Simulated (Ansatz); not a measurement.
Consider the redistribution: `[SiH3]S[SiH2]Cl` + `C[O][Ge]([F])([Cl])[SeH]` → `Cl[SiH2]S[SiH2]Cl` + `C[O][GeH]([F])[SeH]`.

Isolated molecules relaxed with PBE0-D4/def2-TZVP in Ansatz; ΔE leaves out vibrations. CCSD(T)/CBS is the MP2 limit (def2-TZVPP, def2-QZVPP) plus CCSD(T) − MP2 in def2-TZVPP, frozen cores. DFT in def2-TZVPP. For Ge, Se outer-core shells are correlated without core-valence functions, which leaves a few kJ/mol of doubt a bond. Scalar relativity is left out up to krypton. One conformer a species, not always the lowest.

```
             level  ΔE (kJ/mol)
         r2SCAN-D4        -20.7
           ωB97X-V        -19.9
               PBE        -21.0
            r2SCAN        -20.5
SCS-MP2/def2-TZVPP        -17.5
SCS-MP2/def2-QZVPP        -20.8
     MP2/CBS(def2)        -25.2
    CCSD/CBS(def2)        -22.6
```

(1) What does CCSD(T)/CBS give? (Best estimate.)

Largest T1 diagnostic among the species: 0.011.

## Answers

(1) Computed: -22.5 kJ/mol. The listed levels differ from it by 1.8, 2.6, 1.5, 2.0, 5.0, 1.7, -2.7, -0.1 kJ/mol.
